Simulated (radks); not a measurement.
Charge is removed step by step from the 5p (averaged over the sub-levels emptied) level of the neodymium ion Nd2+, starting from [Xe] 4f4. Method: Dirac Kohn-Sham, PBE, spin-unpolarised, spherical densities, point nucleus; open shells are shared between the two j in proportion to 2j + 1; computed with a radial shooting solver on a logarithmic mesh with Libxc functionals.

\begin{tabular}{lrrr}
removed (e) & E - E(0) (eV) & eigenvalue (eV) & E minus straight line (eV) \\ \hline
0 & 0.000 & -35.064 & 0.000 \\
0.125 & 4.473 & -36.510 & -0.647 \\
0.25 & 9.128 & -37.970 & -1.113 \\
0.375 & 13.966 & -39.443 & -1.395 \\
0.5 & 18.989 & -40.930 & -1.492 \\
0.625 & 24.199 & -42.429 & -1.403 \\
0.75 & 29.597 & -43.940 & -1.125 \\
0.875 & 35.185 & -45.462 & -0.658 \\
1 & 40.963 & -46.996 & 0.000 \\
\end{tabular}

Removing the whole electron costs 40.963 eV by Delta-SCF, against 35.064 eV from minus the eigenvalue at the starting occupation. Slater's transition state (half an electron removed) gives 40.930 eV. Integrating minus the eigenvalue over the occupation (Janak's theorem) gives 40.963 eV. The mean slope of the eigenvalue, de/dn, is 11.9 eV per electron.
